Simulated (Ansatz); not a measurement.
Results of the Gaussian-basis code of Ansatz.

A structure relaxed at PBE0-D4/def2-TZVP, charge 0, multiplicity 1:

Cartesian coordinates in Å:
```
C 1.125 -0.845 0.911
C 0.599 -0.739 -0.303
F 1.056 -1.575 -1.275
Al -0.794 0.535 -0.807
O -1.286 1.524 0.478
H 0.772 -0.187 1.695
H 1.899 -1.569 1.147
H -1.416 0.654 -2.253
H -1.956 2.201 0.408
```

**Question.** Give its formula and SMILES.

**Answer.** C2H4AlFO, `C=[C](F)[AlH][OH]`.

**Question.** Point group (tolerance 0.08 Å, 0.16 Å for H)?

**Answer.** Cs.

**Question.** Summarise the bond lengths by kind.

**Answer.** 1 × C–C 1.327 Å; 2 × C–H 1.083 to 1.086 Å; 1 × C–F 1.362 Å; 1 × Al–C 1.954 Å; 1 × Al–O 1.694 Å; 1 × Al–H 1.579 Å; 1 × H–O 0.955 Å.
